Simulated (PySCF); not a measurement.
# What builds the second ionisation energy along the 3d series

Calculated with PySCF 2.14 from differences of total energies of unrestricted determinants, without spin-orbit coupling. Each column adds one step, in eV (sums use unrounded values): valence MP2, valence CCSD, valence triples, then the next inner shell at CCSD(T) (Sc 3s 3p, Ti 3s 3p, V 3s 3p, Cr 3s 3p, Zn 3s 3p). References (NIST) marked * lie between the lowest fine-structure levels; the others compare directly ((s) semi-empirical, (t) theoretical).

```csv
element,UHF,+ MP2,+ CCSD,+ (T),+ inner shell,sum,reference
"Sc [Ar] 3d1 4s1 → [Ar] 3d1 (def2-QZVPPD, non-relativistic)",12.155,0.092,0.037,0.000,0.440,12.724,12.800 *
"Ti [Ar] 3d2 4s1 → [Ar] 3d2 (def2-QZVPPD, non-relativistic)",12.850,0.181,0.053,0.003,0.400,13.487,13.575 *
"V [Ar] 3d4 → [Ar] 3d3 (def2-QZVPPD, non-relativistic)",13.265,0.775,0.075,0.023,0.486,14.625,14.634 ± 0.007 *
"Cr [Ar] 3d5 → [Ar] 3d4 (def2-QZVPPD, non-relativistic)",15.118,0.999,0.011,0.036,0.364,16.529,16.486 *
"Zn [Ar] 3d10 4s1 → [Ar] 3d10 (def2-QZVPPD, non-relativistic)",16.570,0.991,-0.096,0.083,0.047,17.594,17.964
```

What remains against the references is mostly basis incompleteness and, for starred values, spin-orbit coupling.

These are valence bases, so the inner-shell step is incomplete.
